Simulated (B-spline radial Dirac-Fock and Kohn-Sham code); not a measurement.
# Photoelectron lines of Br⁷⁺ at 1130 eV

System: the Br⁷⁺ ion in the configuration [Ar] 3d10.

The run's input, task.json:

```json
{"items": [{
  "Z": 35,
  "q": 7,
  "cfg": [[1, 0, 2], [2, 0, 2], [2, 1, 6], [3, 0, 2], [3, 1, 6], [3, 2, 10]],
  "A": 79,
  "rrms": 4.1629,
  "do": ["binding", "quiet", "photo"],
  "hv": [31.3, 52.5, 138.0, 143.0, 196.0, 316.0, 323.0, 407.0, 500.0, 628.0, 1130.0, 1320.0, 2960.0, 5170.0, 7660.0, 14600.0, 19200.0, 24100.0, 35200.0, 49500.0, 70100.0, 82800.0, 144000.0, 149000.0]
}]}
```

Run with: `python xray_run.py task.json out`

Level of theory: the independent-particle Dirac-Slater model, thresholds from Dirac-Fock; an atomic code on a B-spline grid. The asymmetry parameter β is from the dipole term alone. Kinetic energies are from the vacuum level.

| subshell | electrons | binding (eV) | kinetic (eV) | σ (kb) | β |
| --- | --- | --- | --- | --- | --- |
| 3s | 2 | 382.0 | 748.0 | 35.0 | 2.00 |
| 3p1/2 | 2 | 315.1 | 814.9 | 42.6 | 1.61 |
| 3p3/2 | 4 | 308.1 | 821.9 | 83.2 | 1.63 |
| 3d3/2 | 4 | 191.7 | 938.3 | 39.3 | 1.19 |
| 3d5/2 | 6 | 190.7 | 939.3 | 57.4 | 1.17 |

Branching ratios of the spin-orbit partners (statistical value in brackets): 3p 1.95 (2.00), 3d 1.46 (1.50).

Run: 1.5 s of CPU time on 1 thread of Intel(R) Xeon(R) 6975P-C (shared host), peak memory 0.31 GiB.

Values without a named source are computed, but for edge energies of neutral atoms, which are taken from tables.
